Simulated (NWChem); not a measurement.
System: CClF, singlet; SMILES F[C]Cl

Input file for NWChem:

```
start job
memory heap 200 mb stack 900 mb global 1100 mb
geometry units angstroms noautosym nocenter noautoz
  F     -0.255033     1.452672     0.000000
  C      0.674636     0.564469     0.000000
  Cl    -0.118123    -0.988423     0.000000
end
basis spherical
  F library def2-tzvp
  C library def2-tzvp
  Cl library def2-tzvp
end
dft
  xc pbe0
  iterations 150
end
tddft
  cis
  ecut -98.0
  nroots 6
  notriplet
end
task tddft energy
```

Low-valent species are run as closed-shell singlets; no triplet was tried in these runs. Geometry: optimised at PBE0/def2-SVP.

Core excitations by TDA in a window of 1s orbitals, non-relativistic and unshifted: absolute energies depend strongly on the exact-exchange share.

Problem. Predict the main results of this run. (PBE0/def2-TZVP, restricted-window TDA.) Quantities: first 1s excitation (eV); dipole oscillator strength of the first; first state with f > 0.002 (eV); dipole oscillator strength of that state.

Solution. 
```yaml
first 1s excitation (eV): 2763.3
dipole_oscillator_strength_of_the_first: 0.0018
first state with f > 0.002 (eV): 2766.2
dipole_oscillator_strength_of_that_state: 0.0036
```
